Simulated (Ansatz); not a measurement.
The Zn1–H2 bond of H2Zn (SMILES [ZnH2]) is stretched (multiplicity 1, the rest rigid).
Geometry at rest (charge 0, multiplicity 1):
```xyz
3

Zn     0.00000     0.00000     0.00000
H      0.00000     0.00000     1.54405
H      0.00000     0.00000    -1.54405
```

Cores are frozen in the correlated methods.

Codes used: Ansatz (Gaussian basis) for Hartree–Fock, density functionals and correlated methods. 

Energies above the point at 1.544 Å (the B3LYP-D3(BJ) bond length), FIC-MRCISD+Q on CASSCF(2,2)/def2-TZVPP (kcal/mol): 4.10 at 1.390 Å; 3.19 at 1.698 Å; 81.29 at 4.941 Å.

Question: Take the last value as the depth D of a Morse curve D(1 − e^(−a(R − R₀)))², fit a and R₀ to the two near points, and test it at 2.084 and 2.702 Å.

Answer: 
With D = 81.3, both near points (counted from the curve's value at 1.544 Å) are met by a = 1.37 Å⁻¹ and R₀ = 1.538 Å, so k = 2Da² = 305 kcal/(mol Å²). The curve then gives 22.6 and 51.7 kcal/mol; the level itself gives 23.0 and 55.1, so Morse is off by -0.4 and -3.4.

Ansatz is a program for electronic structure.
